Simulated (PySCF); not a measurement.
**Spin-rotation constants: SMILES C=Cc1cccc(C)c1, C₉H₁₀**

Geometry (Å), atoms numbered from 1 in this order:
```xyz
19

C     3.3188   -0.7189   -0.3692
C     2.0530   -1.0902   -0.2199
C     0.8917   -0.2162   -0.1015
C     0.9794    1.1750   -0.1360
C    -0.1584    1.9501   -0.0195
C    -1.3989    1.3576    0.1348
C    -1.5157   -0.0277    0.1734
C    -2.8624   -0.6640    0.3452
C    -0.3692   -0.7950    0.0539
H     4.1094   -1.4456   -0.4477
H     3.6236    0.3124   -0.4190
H     1.8220   -2.1483   -0.1773
H     1.9381    1.6547   -0.2550
H    -0.0786    3.0274   -0.0493
H    -2.2851    1.9694    0.2265
H    -2.7885   -1.7483    0.3168
H    -3.5391   -0.3396   -0.4444
H    -3.3004   -0.3702    1.2989
H    -0.4496   -1.8736    0.0819
```

Method used: GIAO HF/pcSseg-1 magnetisability, rotational g tensor and spin-rotation constants, non-relativistic, gas phase (PySCF). Geometry: GFN2-xTB.

Problem. Give the nuclear spin-rotation constants along the inertial axes (H = +C I·J) beside the isotropic shieldings.

Solution. Rotational constants 3.5819, 1.1408, 0.8699 GHz. A star marks the isotopologue with that one atom substituted, in its own axes.
| atom | isotope | Caa (kHz) | Cbb (kHz) | Ccc (kHz) | mean (kHz) | σ (ppm) |
| --- | --- | --- | --- | --- | --- | --- |
| H10 | 1H | 0.100 | -0.050 | -0.098 | -0.016 | 26.6 |
| H11 | 1H | -0.328 | 0.098 | -0.095 | -0.109 | 25.9 |
| H12 | 1H | -0.357 | 0.120 | -0.097 | -0.111 | 25.4 |
| H13 | 1H | 0.127 | -0.024 | -0.086 | 0.006 | 24.1 |
| H14 | 1H | -0.370 | 0.126 | -0.085 | -0.110 | 24.5 |
| H15 | 1H | 0.249 | -0.071 | -0.088 | 0.030 | 24.7 |
| H16 | 1H | -0.364 | 0.029 | -0.097 | -0.144 | 30.0 |
| H17 | 1H | -0.194 | -0.120 | -0.015 | -0.110 | 29.4 |
| H18 | 1H | -0.219 | -0.122 | -0.007 | -0.116 | 29.4 |
| H19 | 1H | -0.349 | 0.124 | -0.095 | -0.107 | 24.9 |
| C1 | 13C* | 1.145 | 0.477 | 0.095 | 0.572 | 74.5 |
| C2 | 13C* | 1.219 | 0.550 | 0.124 | 0.631 | 49.5 |
| C3 | 13C* | 1.741 | 0.457 | 0.075 | 0.758 | 49.3 |
| C4 | 13C* | 1.525 | 0.434 | 0.073 | 0.677 | 66.6 |
| C5 | 13C* | 1.202 | 0.574 | 0.081 | 0.619 | 56.8 |
| C6 | 13C* | 1.659 | 0.409 | 0.092 | 0.720 | 58.3 |
| C7 | 13C* | 1.707 | 0.477 | 0.074 | 0.753 | 47.2 |
| C8 | 13C* | 0.454 | 0.142 | 0.136 | 0.244 | 171.5 |
| C9 | 13C* | 1.176 | 0.542 | 0.117 | 0.612 | 56.7 |

For the geometry as given, no vibrational averaging.
